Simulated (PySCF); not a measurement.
## A small calculation by hand: refractive index and permittivity of the vapour

C3H3, SMILES C#C[CH2], multiplicity 2.

Coordinates come from a r2SCAN-D4/def2-TZVP optimisation. The isomer is the one that the SMILES or the coordinates give; other isomers of the formula were not compared.

PBE/def2-TZVPD run with PySCF gives a mean static polarisability of 39.3 bohr³ and a dipole moment of 0.10 D. Take an ideal gas at 298.15 K and 0.1 bar, whether or not the substance is that volatile.

Question: Work out n − 1 in the optical limit and the static ε − 1.

Answer: 
Polarisability volume α' = 39.3 × 0.148185 = 5.82 Å³. Number density N = p/kT = 2.43e-6 Å⁻³.
Dilute limit of Lorentz–Lorenz: n − 1 = 2π N α' = 8.9e-5.
Orientation term of Debye: μ²/(3kT) = 8.098 Å³ × μ²(D²) = 0.08 Å³.
ε − 1 = 4π N (α' + μ²/3kT) = 0.00018. Orientation of the dipole supplies 1 % of the static response; it can't follow optical fields. Vibrational polarisation and dispersion are left out.
